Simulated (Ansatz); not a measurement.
SnMe2 (C₂H₆Sn), relaxed as a singlet with RKS PBE0-D4/def2-TZVP in Ansatz, starting from the GFN2-xTB geometry. Force threshold 0.02 eV/Å.

In the def2 sets Sn takes a core potential; there is no spin–orbit coupling.

Start:

Cartesian coordinates in Å:
```
Sn 0.248 0.916 1.250
C -1.311 -0.647 0.759
H -0.841 -1.616 0.592
H -1.840 -0.388 -0.158
H -2.059 -0.777 1.540
C 1.318 0.668 -0.728
H 0.657 0.934 -1.553
H 1.613 -0.370 -0.881
H 2.216 1.280 -0.823
```

| step | energy (eV) | largest force component (eV/Å) | SCF passes |
| --- | --- | --- | --- |
| 1 | -8001.1539 | 0.989 | 16 |
| 2 | -8001.1973 | 0.550 | 19 |
| 3 | -8001.2133 | 0.494 | 19 |
| 4 | -8001.2246 | 0.095 | 20 |
| 5 | -8001.2253 | 0.003 | 21 |

Force components are those of the run's own axes.

End:

```xyz
9

Sn    0.245    0.889    1.219
C    -1.265   -0.621    0.733
H    -0.770   -1.581    0.556
H    -1.773   -0.345   -0.197
H    -2.008   -0.745    1.521
C     1.272    0.643   -0.700
H     0.582    0.899   -1.511
H     1.553   -0.406   -0.836
H     2.163    1.266   -0.786
```

By distances, no bond broke or formed. The bond that changes most is Sn1–C6, from 2.26 to 2.19 Å (atoms count from 1).

No frequencies were taken in this run, so the end may be a saddle point.

Run time 7 s (4 threads of Arm Neoverse V2 on a shared host).
